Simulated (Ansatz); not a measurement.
`CNB(C)[SiH3]` → `[CH2]` (triplet) + `CB(N)[SiH3]` at 500 K and 1 bar (formal loss of a carbene).

Program: Ansatz. Geometries: PBE0-D4/def2-TZVP. ΔE: electronic, gas phase. CBS: MP2 limit from def2 TZ/QZ plus the TZ coupled-cluster correction, frozen cores. This one scheme is used for every species. Triplets are unrestricted, without spin–orbit coupling. Each species was taken in one conformer, which may not be the lowest.

| species | CCSD(T)/CBS energy (Eh) | H − E (kJ/mol) | S (J/(mol·K)) |
| --- | --- | --- | --- |
| `CNB(C)[SiH3]` | -450.73419 | 374.9 | 455.8 |
| `[CH2]` (triplet) | -39.09499 | 62.7 | 213.9 |
| `CB(N)[SiH3]` | -411.48616 | 291.5 | 403.7 |

H − E and S are ideal-gas, rigid-rotor, harmonic terms from PBE0-D4/def2-TZVP, for one conformer and one mirror image of each species, with the whole ground term of open shells counted as degenerate. 1 Eh = 2625.50 kJ/mol, R = 8.31446 J/(mol·K).

Question: By hand: ΔE, ΔH, ΔS and ΔG.

Answer: ΔE = (-39.09499) + (-411.48616) − (-450.73419) = 0.15304 Eh = 401.8 kJ/mol. Δ(H − E) = 62.7 + 291.5 − 374.9 = -20.7, so ΔH = 381.1 kJ/mol. ΔS = 213.9 + 403.7 − 455.8 = 161.8 J/(mol·K). ΔG = 381.1 − 500 × (161.8)/1000 = 300.2 kJ/mol.

Question: By hand: the equilibrium constant, and the temperature at which ΔG would vanish if ΔH and ΔS stayed fixed.

Answer: log₁₀ K = −ΔG/(RT ln 10) = -31.4. ΔG = 0 at ΔH/ΔS = 2355 K.

The number of gas molecules changes by +1, which sets the sign of ΔS. A doubt of 5 kJ/mol in ΔE shifts log₁₀ K by 0.5 here. Other conformers and mirror images would add mixing entropy, several J/(mol·K) or more a flexible species. Modes under 60 cm⁻¹, often nearly free rotors, make the harmonic entropy too high. A triplet takes part, so the spin changes. These are equilibria of isolated gas molecules and say nothing of rates. Largest T1 diagnostic: 0.013 (customary marks: 0.02 for closed shells, 0.045 for open ones).
